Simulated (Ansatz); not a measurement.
`C[NH][SnH]([Cl])[O]C` + `[F][Hf]([F])([F])[F]` → `C[O][SnH]([F])[Cl]` + `C[NH][Hf]([F])([F])[F]`  (redistribution)

Computed with Ansatz on PBE0-D4/def2-TZVP structures; ΔE is electronic, products minus reactants. CCSD(T)/CBS adds triple-zeta CCSD(T) − MP2 to the extrapolated MP2 energy (def2 sets, frozen cores). Functionals use def2-TZVPP. B3LYP here is the variant with VWN-RPA as its local correlation; programs differ in this. def2 core potentials past Kr. For Hf, Sn outer-core shells are correlated without core-valence functions, which leaves a few kJ/mol of doubt a bond. Each species was taken in one conformer, which may not be the lowest.

| level | ΔE (kcal/mol) |
| --- | --- |
| r2SCAN-D4 | 11.9 |
| PBE0-D4 | 12.4 |
| B3LYP-D4 | 12.1 |
| ωB97M-V | 12.5 |
| PBE0 | 11.6 |
| MP2/def2-TZVPP | 13.4 |
| HF/CBS(def2) | 10.9 |
| CCSD/CBS(def2) | 12.4 |

Question: What does CCSD(T)/CBS give? (Estimate.)

Answer: Ansatz gave: +12.6 kcal/mol. The listed levels differ from it by -0.7, -0.2, -0.5, -0.1, -1.0, 0.8, -1.7, -0.2 kcal/mol.

Largest T1 diagnostic among the species: 0.016.

The D4 term adds +1.4 kcal/mol with B3LYP and +0.8 kcal/mol with PBE0; it sums over pairs of atoms, weighted by their polarisabilities, and B3LYP, whose exchange is more repulsive, gets the larger term. In def2-TZVPP, CCSD(T) changes the Hartree–Fock value by +1.7 kcal/mol (the triples alone add +0.2 kcal/mol) and MP2 by +2.3 kcal/mol.
